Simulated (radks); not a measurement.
Question: These are the eigenvalues of the occupied orbitals of an atom or ion with whole-number occupations (eV). Method: scalar-relativistic Kohn-Sham, PBEsol, spin-unpolarised, spherical densities, point nucleus; computed with a radial shooting solver on a logarithmic mesh with Libxc functionals.

| orbital | eigenvalue |
|---|---|
| 1s | -11710.05 |
| 2s | -1485.560 |
| 2p | -1302.995 |
| 3s | -189.9058 |
| 3p | -133.4666 |
| 3d | -40.6428 |
| 4s | -14.5033 |
| 4p | -5.1966 |

Which element is it, and in what charge state? The configuration may be excited.

Answer: Z = 33, arsenic, charge 0: As in [Ar] 3d10 4s2 4p3. The list shows which subshells hold electrons but not how many an open one holds; the 1s level, -430.34 hartree, gives Z - s = 29.3 by -(Z - s)^2/2, which with screening and relativity narrows Z to a few neighbours, and the depths of the outer levels then fix element, charge and occupations together.
